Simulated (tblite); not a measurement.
Compound: C₄H₅F₃S (charge +1 and doublet state).
Geometry (GFN2-xTB, Å), atoms numbered from 1 in this order:
```
atom  x, y, z in Å
C1     2.7470    0.0408    0.1547
S2     1.4774   -0.7015   -0.8530
C3     0.0445   -0.0853   -0.1089
C4    -1.1794   -0.4033   -0.5638
C5    -2.4383    0.1396    0.0859
F6    -3.1986   -0.8595    0.5228
F7    -2.1562    0.9293    1.1226
F8    -3.1374    0.8486   -0.7956
H9     2.6568   -0.2999    1.1878
H10    3.7161   -0.2554   -0.2427
H11    2.6608    1.1284    0.1375
H12    0.1650    0.5720    0.7452
H13   -1.3622   -1.0532   -1.4101
```

Computed with GFN2-xTB (tblite): harmonic, unscaled wavenumbers at the GFN2-xTB geometry, gas phase. Errors from tens to a few hundred cm⁻¹ against measured bands are possible. One conformer, not necessarily the lowest. Open shells enter through the occupations alone, without spin polarisation, and single modes of such species can be off by tens of per cent.

Harmonic wavenumbers (cm⁻¹): 25.1, 86.0, 100.5, 109.3, 140.9, 237.6, 271.4, 345.9, 384.4, 480.0, 496.7, 597.7, 756.4, 773.1, 817.6, 839.6, 853.7, 931.6, 950.2, 1066.3, 1079.1, 1140.5, 1169.3, 1233.0, 1297.2, 1364.8, 1368.2, 1535.0, 2983.9, 2991.9, 3033.5, 3045.8, 3068.7.

A = 4252, B = 706.1, C = 680.2 MHz; mass 142.006 u (most abundant isotopes); point group Cs, symmetry number 1; spin multiplicity 2.

**Question.** Zero-point energy?

**Answer.** Half the sum of the wavenumbers: 17787 cm⁻¹ = 50.86 kcal/mol.

**Question.** What is S at 500 K and 1 bar for an ideal gas of classical rigid rotors and harmonic oscillators?

**Answer.** Translation 43.36, rotation 30.99, vibration 44.90, spin (R ln 2) 1.38: S = 120.6 cal/(mol K).

**Question.** And Cp and H(500 K) − H(0)?

**Answer.** Cp = 45.79 cal/(mol K), of which vibrations give 37.84 (their classical limit is 33 R = 65.6); H(500 K) − H(0) = 14.66 kcal/mol without the zero-point energy, 10.69 from vibrations.

**Question.** Which modes carry the vibrational entropy at 500 K?

**Answer.** 25.1 cm⁻¹: 7.21; 86.0 cm⁻¹: 4.77; 100.5 cm⁻¹: 4.46; 109.3 cm⁻¹: 4.29; 140.9 cm⁻¹: 3.79; 237.6 cm⁻¹: 2.78 cal/(mol K); the other 27 give 17.59 together.

**Question.** What must be added to the electronic energy to get the Gibbs energy at 500 K and 1 bar?

**Answer.** ZPE + [H(500 K) − H(0)] − T·S = 50.86 + 14.66 − 60.31 = 5.21 kcal/mol.

**Question.** How do the functions run with temperature in this model?

**Answer.** 
```json
{"T (K)": "50", "S (cal/(mol K))": "61.7", "Cp (cal/(mol K))": "13.8", "H − H(0) (kcal/mol)": "0.53", "G − H(0) (kcal/mol)": "-2.56", "ln q(vib)": "0.87"}
{"T (K)": "100", "S (cal/(mol K))": "72.9", "Cp (cal/(mol K))": "18.6", "H − H(0) (kcal/mol)": "1.34", "G − H(0) (kcal/mol)": "-5.94", "ln q(vib)": "2.25"}
{"T (K)": "298.15", "S (cal/(mol K))": "100.1", "Cp (cal/(mol K))": "33.7", "H − H(0) (kcal/mol)": "6.55", "G − H(0) (kcal/mol)": "-23.30", "ln q(vib)": "7.29"}
{"T (K)": "373.15", "S (cal/(mol K))": "108.2", "Cp (cal/(mol K))": "38.8", "H − H(0) (kcal/mol)": "9.27", "G − H(0) (kcal/mol)": "-31.12", "ln q(vib)": "9.03"}
{"T (K)": "750", "S (cal/(mol K))": "141.0", "Cp (cal/(mol K))": "54.6", "H − H(0) (kcal/mol)": "27.31", "G − H(0) (kcal/mol)": "-78.45", "ln q(vib)": "16.91"}
{"T (K)": "1000", "S (cal/(mol K))": "157.5", "Cp (cal/(mol K))": "59.9", "H − H(0) (kcal/mol)": "41.67", "G − H(0) (kcal/mol)": "-115.83", "ln q(vib)": "21.41"}
```

q(vib) and H(0) count from the zero-point level.

**Question.** Blend soft modes into free rotors: weight 1/[1 + (100 cm⁻¹/ν̃)⁴] for the oscillator and the rest for a rotor with moment μB/(μ + B), μ = h/(8π²ν), B = 10⁻⁴⁴ kg m². What vibrational entropy results?

**Answer.** 40.51 cal/(mol K) in place of 44.90, which changes −T·S at 500 K by +2.19 kcal/mol.

Hindered rotation and anharmonicity are outside this model. Other conformers, if any are populated, would add a mixing term that is left out.
